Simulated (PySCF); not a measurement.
Which determinant of LiBr lies lowest?

Unrestricted PBE0; Li cc-pVTZ, Br cc-pVTZ-PP with ECP10; scalar-relativistic core potentials (PySCF 2.14). Outer shells of the fragments: Li 2s1; Br 3d10 4s2 4p5.

Followed along the bond (rough minima from three points):

```csv
2Ms+1,unpaired,⟨S²⟩ at the start,R at minimum (Å),Te (eV)
1,none,0.00,2.18,0.00
3,"σ ↑, π ↑",2.00,none in the scan,≤ 4.29
```

Solutions found at the starting distance of 2.400 Å, counted from the lowest of them; the search is not exhaustive and high or unbound solutions are not listed, so other states can lie among these:

```csv
2Ms+1,unpaired,term,E (eV),⟨S²⟩,⟨Lz²⟩,μ (D)
1,none,¹Σ⁺,0.00,0.00,0.00,-7.92
3,"σ ↑, π ↑",³Π,4.24,2.00,1.01,3.60
1,"σ ↓, π ↑",mixed,4.26,1.00,1.01,3.78
3,σ ↑↑,³Σ⁺,4.75,2.00,0.00,3.55
3,π ↑↑,mixed,5.45,2.00,2.01,1.32
3,π ↑↑,mixed,5.58,2.00,2.01,1.61
3,"σ ↑, π ↑",³Π,6.08,2.00,1.00,1.31
```

A term symbol is given only where ⟨S²⟩ and ⟨Lz²⟩ are close to those of a pure state; real π, δ and φ orbitals otherwise mix terms. A positive dipole means Li(−)Br(+).

The measured ground state is X ¹Σ+ (Huber and Herzberg, Constants of Diatomic Molecules (1979)).

Counting both spins, an empty level lies below a filled one in some of these solutions, because spin and occupation are held.
